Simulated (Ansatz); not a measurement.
Species: B2O2, charge 0, singlet. B2O2 (oxo(oxoboranyl)borane, SMILES O=BB=O).
B3LYP-D3(BJ)/def2-TZVP minimum from Ansatz (a quantum-chemistry and plane-wave program):
```xyz
4

O      0.0000     0.0000    -2.0159
B      0.0000     0.0000    -0.8179
B      0.0000     0.0000     0.8179
O      0.0000     0.0000     2.0159
```
Charge 0, spin multiplicity 1.

Hartree-Fock and MP2 correlation energies in hartree (Ansatz). UHF or UKS for unpaired electrons; spin-orbit terms are left out. Correlated methods leave the cores frozen. No relativity.

```tsv
basis	X	E(HF)	E(corr, MP2)
cc-pVTZ	3	-199.25524	-0.64239
cc-pVQZ	4	-199.26974	-0.68970
cc-pV5Z	5	-199.27295	withheld
```

### Question
Fit E(corr) = E∞ + A/X³ to X = 3 and 4, predict X = 5, and compare with the run.

### Answer
A = (-0.64239 - (-0.68970))/(1/27 - 1/64) = 2.2095; E∞ = -0.68970 - A/64 = -0.72422; at X = 5, E∞ + A/125 = -0.70655. The run gave -0.70891, 2.36 mEh below the prediction. The same form on X = 4 and 5 gives E∞ = -0.72906, 4.84 mEh below the first estimate.
